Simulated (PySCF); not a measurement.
A geometry optimisation on difluorogermane (`[F][GeH2][F]`).

Computed with PBE0-D3(BJ)/def2-SVP geometry optimisation, gas phase (PySCF 2.14.0). Start geometry: GFN2-xTB. The input is one job of a driver script: a line of settings, then coordinates in Å.

Input:
```
{"job": {"xc": "PBE0", "basis": "def2-SVP", "d3": "d3bj", "grid": 1, "maxiter": 30, "shake": 0.01, "kind": "geom"}, "charge": 0, "multiplicity": 1}
F     -1.219080     1.021910    -0.039200
Ge    -0.019800    -0.163880     0.006560
F      1.401180     0.780300    -0.109600
H     -0.008230    -0.736170     1.377860
H     -0.120500    -0.936140    -1.273500
```

Problem. Estimate the output.

Solution. 
```
step   0  E = -2277.07574126  max force = 0.024523
step   1  E = -2277.07656073  max force = 0.025340
step   2  E = -2277.07927995  max force = 0.007298
step   3  E = -2277.07942491  max force = 0.000946
step   4  E = -2277.07942968  max force = 0.000188
optimisation converged
```

Energies in Eh; «max force» is the largest Cartesian gradient component in Eh/bohr.

Problem. Give the first gradient maximum in eV/Å.

Solution. With 1 Eh/bohr = 51.422 eV/Å, 1.261 eV/Å.

Problem. How much energy does the optimisation release, in kcal/mol?

Solution. E(step 0) − E(last step) = 0.003688 Eh, which is 2.3 kcal/mol.

Main results: final energy -2277.07943 Eh after 4 steps; dipole 2.57 D.

Problem. Give the final coordinates.

Solution. 0.056 Å rms from the input after alignment:
```
atom  x, y, z in Å
F1    -1.3157    1.4909   -0.0494
Ge2   -0.0592    0.3033   -0.0226
F3     1.4140    1.1966   -0.1640
H4    -0.0733   -0.3624    1.3531
H5    -0.2049   -0.5626   -1.2738
```

The run took 7.1 s wall on one thread of an Arm Neoverse V2, no GPU, shared host with 48 logical CPUs at a one-minute load of 6.6, and the process peaked at 0.30 GiB of memory.
Labels such as C1 count atoms from 1, the log's own numbers from 0.
